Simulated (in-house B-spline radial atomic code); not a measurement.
Settings and results of a run for Ba30+. Computed with a radial B-spline atomic code at the basis-set limit: Dirac-Hartree-Fock, average of configuration, Fermi nucleus of rms radius 4.8378 fm.

Command:
```bash
python run_scf.py task.json out
```
Settings (nuclear radius in fm, mass in u):
```
Z                56
configuration    [Ar] 3d8
hamiltonian      dirac
method           hf
spin_polarised   False
nucleus          fermi
rms_radius       4.8378
atomic_mass      137.90525
speed_of_light   137.035999084
```

Output (hartree, bohr):
```
 radial grid: 57 intervals, B-splines of order 8, outer radius 2.2476 bohr

 iter        energy (Eh)    residual
    1       -7553.776596    3.51e+00
    2       -7608.402057    6.87e-01
    3       -7609.912305    2.86e-01
    4       -7610.173459    1.19e-01
    5       -7610.225489    1.95e-02
    6       -7610.227182    1.71e-04
    7       -7610.227182    4.21e-06
    8       -7610.227182    1.48e-07

 total energy                     -7610.22718
 kinetic                            8150.0860
 electron-nucleus                 -17329.8490
 electron-electron                  1569.5358

 first-order corrections (not in the total)
   Gaunt                             6.9913
   retardation                      -0.7096
   frequency dependence             -0.0771
   self-energy                       4.9803
   Uehling                          -0.7128
   Wichmann-Kroll                    0.0180
   recoil                            0.0208

 orbital      occ     eigenvalue          <r>       <r^2>       <1/r>       <r^4>     <1/r^2>       r_max    small
 1s1/2      2.000     -1427.4287    0.0255715 0.000887909     60.7031 2.07449e-06     8123.96     0.01643  4.28e-02
 2s1/2      2.000      -264.8711     0.108762   0.0140071      14.326 0.000338508     981.066     0.09276  9.33e-03
 2p1/2      2.000      -251.6576    0.0916423   0.0103338     14.2609 0.000215124     312.498     0.07101  9.31e-03
 2p3/2      4.000      -237.4794    0.0975214   0.0115729     13.0281 0.000262991     230.984     0.07602  8.80e-03
 3s1/2      2.000       -86.9223     0.281996   0.0907208     5.31572   0.0122542     214.108      0.2614  3.01e-03
 3p1/2      2.000       -81.3997      0.27117   0.0851372     5.22666   0.0112625     68.5901      0.2479  2.94e-03
 3p3/2      4.000       -78.3860     0.281445    0.091492     4.92597   0.0129184     51.5471       0.258  2.82e-03
 3d3/2      3.200       -69.4749     0.250116   0.0731111     4.79476  0.00925664     28.5927      0.2061  2.69e-03
 3d5/2      4.800       -68.8231     0.253355   0.0748775     4.71728  0.00966161     27.4687       0.209  2.65e-03

 Slater integrals (Eh)
   F0(3p1/2,3p1/2)               3.317821
   F0(3p1/2,3p3/2)               3.253902
   G2(3p1/2,3p3/2)               1.620778
   F0(3p1/2,3d3/2)               3.427827
   G1(3p1/2,3d3/2)               1.857060
   F0(3p1/2,3d5/2)               3.408546
   G3(3p1/2,3d5/2)               1.213394
   F0(3p3/2,3p3/2)               3.194768
   F2(3p3/2,3p3/2)               1.608145
   F0(3p3/2,3d3/2)               3.354315
   F2(3p3/2,3d3/2)               1.607345
   G1(3p3/2,3d3/2)               1.740411
   G3(3p3/2,3d3/2)               1.149692
   F0(3p3/2,3d5/2)               3.336396
   F2(3p3/2,3d5/2)               1.609040
   G1(3p3/2,3d5/2)               1.755372
   G3(3p3/2,3d5/2)               1.159615
   F0(3d3/2,3d3/2)               3.620130
   F2(3d3/2,3d3/2)               1.839963
   F0(3d3/2,3d5/2)               3.596624
   F2(3d3/2,3d5/2)               1.831510
   G2(3d3/2,3d5/2)               1.814818
   G4(3d3/2,3d5/2)               1.167878
   F0(3d5/2,3d5/2)               3.573727
   (list cut)
```


For the Dirac Hamiltonian the kinetic term is c α·p + (β - 1)c².
